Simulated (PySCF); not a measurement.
## Removing an electron from `CC[CH2][GeH2][AsH2]`

Species: C₃H₁₁AsGe.
Z-matrix (Å and degrees, PBE0-D3(BJ)/def2-SVP geometry), rows numbered from 1:
```
C 
C   1  1.5206
C   2  1.5266  1  114.18
Ge  3  1.9678  2  114.94  1   -62.01
As  4  2.4307  3  108.13  2   -44.87
H   1  1.1022  2  111.25  3   -57.72
H   1  1.1025  2  111.76  3    62.00
H   1  1.1007  2  111.46  3  -177.91
H   2  1.1041  1  109.20  3   122.23
H   2  1.1050  1  109.51  3  -122.95
H   3  1.1035  2  110.73  1    60.08
H   3  1.1020  2  110.33  1   177.79
H   4  1.5434  3  111.88  2    78.44
H   4  1.5437  3  109.59  2  -161.49
H   5  1.5251  4   92.65  3   173.69
H   5  1.5261  4   92.93  3    81.39
```

Level: PBE0/def2-SVPD (PySCF). Frontier orbitals with their largest atomic shares (Löwdin; up to four atoms above 4 %):

```csv
orbital,ε (eV),main atoms
HOMO−3,-9.30,"Ge4 25 %, H13 17 %, As5 15 %, H14 10 %"
HOMO−2,-8.74,"Ge4 25 %, As5 24 %, H14 19 %, H16 10 %"
HOMO−1,-8.14,"C3 27 %, Ge4 20 %, As5 14 %, C2 9 %"
HOMO,-7.20,?
LUMO,-0.01,"As5 30 %, Ge4 29 %, H13 10 %, H14 7 %"
LUMO+1,0.23,"As5 35 %, Ge4 18 %, H16 12 %, H15 6 %"
LUMO+2,0.40,"As5 45 %, H15 14 %, H16 10 %, Ge4 8 %"
```

**Question.** What vertical ionisation energy does ΔSCF give, and how far is −ε(HOMO) from it?

**Answer.** ΔSCF: 9.14 eV (882 kJ/mol; threshold wavelength 136 nm); ⟨S²⟩ of the doublet left behind is 0.755, against 0.75 for a pure doublet. −ε(HOMO) is 7.20 eV, 1.94 eV below it. In exact Kohn–Sham theory the two would be equal; PBE0 (global hybrid, 25 % exact exchange) falls short of its own ΔSCF value by 21 %. Holes in the HOMO−1 and HOMO−2 were tried too where these lie within 1.2 eV of the HOMO; the lowest converged state counts.

**Question.** On which atoms does the HOMO lie?

**Answer.** As5 (arsenic bonded to Ge and 2 H) 60 %, Ge4 (germanium bonded to As, C and 2 H) 18 %, H16 (hydrogen on arsenic) 6 %, H15 (hydrogen on arsenic) 6 %, so more than half of it is on one atom. The HOMO−1 lies 0.94 eV lower.

**Question.** What total energies stand behind the ΔSCF value?

**Answer.** E(N) = -4432.52792 Eh and E(N − 1) = -4432.19199 Eh at the same geometry, 0.33593 Eh apart.

**Question.** What kinetic energy would electrons from this vertical process carry with He I light (21.218 eV)?

**Answer.** 21.22 − 9.14 = 12.08 eV.

Isolated species at its PBE0-D3(BJ)/def2-SVP geometry (one conformer only). The calculation is non-relativistic, for germanium and arsenic too.
